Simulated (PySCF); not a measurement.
PySCF job for B(F)(OMe)(OtBu) (C₅H₁₂BFO₂), SMILES COB(F)OC(C)(C)C, IEF-PCM-PBE0/def2-SVP. Coordinates come from a B3LYP-D3(BJ)/def2-SVP optimisation. The values are those of a single conformer.

```python
import numpy as np
from pyscf import gto, scf, dft
from pyscf.solvent import pcm

mol = gto.M(
    atom='''
    B     0.39905176    0.98266242   -0.53920003
    F     1.58815583    1.20891505    0.04028360
    O     0.01027456    1.85565390   -1.49599832
    C    -1.22771365    1.69723489   -2.16024963
    H    -2.07353443    1.75136838   -1.45454508
    H    -1.32529134    2.50732786   -2.89730801
    H    -1.28384799    0.72790742   -2.68319728
    O    -0.38503320   -0.06423756   -0.19416271
    C    -0.09698399   -1.07021685    0.80387146
    C     0.04593078   -0.40280945    2.17476364
    C    -1.30852831   -2.00134750    0.78061012
    C     1.17500833   -1.82789073    0.41248626
    H     0.18315028   -1.16327127    2.95855442
    H    -0.86043375    0.17564557    2.41124180
    H     0.91060133    0.27475484    2.19504358
    H    -2.22450527   -1.44093649    1.02085608
    H    -1.19069386   -2.81361546    1.51347446
    H    -1.42946192   -2.44454772   -0.21926688
    H     2.04858186   -1.16158174    0.41944167
    H     1.06637870   -2.25572365   -0.59607285
    H     1.36218518   -2.65202850    1.11762306
    ''',
    basis='def2-SVP',
    charge=0,
    spin=0,
    max_memory=1600,
    verbose=3,
)
mf = dft.RKS(mol, xc='pbe0').density_fit(auxbasis='def2-universal-jkfit')
mf.grids.level = 3
mf.conv_tol = 1e-9
mf.max_cycle = 100
mf.kernel()
res = {}
for name, eps in {'water': 78.355, 'N,N-dimethylformamide': 37.219, 'acetone': 20.493}.items():
    s = mf.PCM()
    s.with_solvent.method, s.with_solvent.eps, s.with_solvent.lebedev_order = 'IEF-PCM', eps, 17
    s.kernel(mf.make_rdm1())
    res[name] = (s.e_tot, eps, s.dip_moment(), s.mo_energy, s.converged)
    print(f'{name}: electrostatic solvation free energy {(s.e_tot - mf.e_tot) * 627.509474:.3f} kcal/mol')
```

Output:

```
converged SCF energy = -472.184000191375

WARN: PCM is an experimental feature. It is still in testing.
Features and APIs may be changed in the future.

converged SCF energy = -472.190029383079
Dipole moment(X, Y, Z, Debye): -1.87589, -2.09632,  0.49786
water: electrostatic solvation free energy -3.783 kcal/mol

WARN: PCM is an experimental feature. It is still in testing.
Features and APIs may be changed in the future.

converged SCF energy = -472.189888190285
Dipole moment(X, Y, Z, Debye): -1.86887, -2.08560,  0.49353
N,N-dimethylformamide: electrostatic solvation free energy -3.695 kcal/mol

WARN: PCM is an experimental feature. It is still in testing.
Features and APIs may be changed in the future.

converged SCF energy = -472.189674069856
Dipole moment(X, Y, Z, Debye): -1.85811, -2.06942,  0.48710
acetone: electrostatic solvation free energy -3.560 kcal/mol
```

The run converged.

Cost: roughly 2.3 core-minutes.
